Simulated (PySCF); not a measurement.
# Electronic absorption of ZrMeCl3

ZrMeCl3, CH3Cl3Zr (singlet state).
Z-matrix (Å and degrees, PBE0-D3(BJ)/def2-SVP geometry), rows numbered from 1:
```
Zr
C   1  2.1666
H   2  1.1043  1  108.97
H   2  1.1041  1  110.85  3  -119.51
H   2  1.1040  1  110.87  3   119.58
Cl  1  2.3340  2  105.36  3   177.07
Cl  1  2.3319  2  103.70  3    56.80
Cl  1  2.3329  2  103.95  3   -62.46
```

Method: PySCF 2.14.0, density-fitted response routines, TDDFT CAM-B3LYP/def2-SVPD, vertical, gas phase, core orbitals frozen in the response, def2 core potentials past Kr. Spin–orbit coupling is left out. Note that the optimisation stopped short of convergence; the values belong to its last geometry.

Task: Predict the UV-vis stick spectrum at this level.

Result: 

```json
{"state": "S1", "E (eV)": "4.66", "E (kJ/mol)": "449", "λ (nm)": "266.3", "f": "0.0003", "|μ| (D)": "0.14", "main configurations (H = HOMO, L = LUMO)": "H→L/L+1 (≥93%)"}
{"state": "S2", "E (eV)": "4.66", "E (kJ/mol)": "450", "λ (nm)": "266.0", "f": "0.0003", "|μ| (D)": "0.13", "main configurations (H = HOMO, L = LUMO)": "H→L/L+1 (≥93%)"}
{"state": "S3", "E (eV)": "5.57", "E (kJ/mol)": "538", "λ (nm)": "222.5", "f": "0.0019", "|μ| (D)": "0.30", "main configurations (H = HOMO, L = LUMO)": "H→L+2 (96%)"}
{"state": "S4", "E (eV)": "5.58", "E (kJ/mol)": "538", "λ (nm)": "222.4", "f": "0.0017", "|μ| (D)": "0.29", "main configurations (H = HOMO, L = LUMO)": "H→L+3 (96%)"}
{"state": "S5", "E (eV)": "6.07", "E (kJ/mol)": "585", "λ (nm)": "204.4", "f": "0.0026", "|μ| (D)": "0.33", "main configurations (H = HOMO, L = LUMO)": "H-1→L/L+1 (≥80%)"}
{"state": "S6", "E (eV)": "6.07", "E (kJ/mol)": "586", "λ (nm)": "204.3", "f": "0.0026", "|μ| (D)": "0.33", "main configurations (H = HOMO, L = LUMO)": "H-1→L/L+1 (≥80%)"}
{"state": "S7", "E (eV)": "6.31", "E (kJ/mol)": "609", "λ (nm)": "196.5", "f": "0.0000", "|μ| (D)": "0.02", "main configurations (H = HOMO, L = LUMO)": "H-3/H-2→L/L+1 (≥89%)"}
{"state": "S8", "E (eV)": "6.34", "E (kJ/mol)": "612", "λ (nm)": "195.6", "f": "0.010", "|μ| (D)": "0.66", "main configurations (H = HOMO, L = LUMO)": "H-3/H-2→L/L+1 (≥88%)"}
{"state": "S9", "E (eV)": "6.44", "E (kJ/mol)": "621", "λ (nm)": "192.6", "f": "0.012", "|μ| (D)": "0.71", "main configurations (H = HOMO, L = LUMO)": "H-3/H-2→L/L+1 (≥43%), H-4→L/L+1 (≥39%)"}
{"state": "S10", "E (eV)": "6.44", "E (kJ/mol)": "621", "λ (nm)": "192.5", "f": "0.012", "|μ| (D)": "0.71", "main configurations (H = HOMO, L = LUMO)": "H-3/H-2→L/L+1 (≥42%), H-4→L/L+1 (≥40%)"}
```

Triplets, Tamm–Dancoff:

```json
{"state": "T1", "E (eV)": "4.26", "λ (nm)": "290.9", "main configurations (H = HOMO, L = LUMO)": "H→L/L+1 (≥89%)"}
{"state": "T2", "E (eV)": "4.27", "λ (nm)": "290.2", "main configurations (H = HOMO, L = LUMO)": "H→L/L+1 (≥88%)"}
{"state": "T3", "E (eV)": "5.38", "λ (nm)": "230.4", "main configurations (H = HOMO, L = LUMO)": "H→L+2 (80%), H→L+3 (13%)"}
{"state": "T4", "E (eV)": "5.38", "λ (nm)": "230.3", "main configurations (H = HOMO, L = LUMO)": "H→L+3 (80%), H→L+2 (13%)"}
```

The lowest singlet level (S1/S2) comes at 266 nm (449 kJ/mol) in the ultraviolet; it is very weak. The strongest level in the table is S9/S10 at 6.44 eV (193 nm, f = 0.025 summed). It is the last of those listed, so stronger ones may follow. S1/S2, S3/S4, S5/S6 and S9/S10 lie within about 0.01 eV of each other in each set. For S1 the Löwdin share of zirconium is 26% in HOMO and 72% in LUMO. Weighted by f, the mean energy of these states is 6.28 eV. The listed states span 1.79 eV, and the widest gap between neighbours is 0.91 eV (S2 to S3). All these states lie below the vertical ionisation energy of 10.72 eV (ΔSCF). Orbitals of the list HOMO-3 to LUMO+2 that lie within 0.01 eV of each other are written together with a slash and their weights summed (≥ marks a lower bound); for degenerate orbitals outside that list single weights are arbitrary. The window holds the lowest 10 singlets.
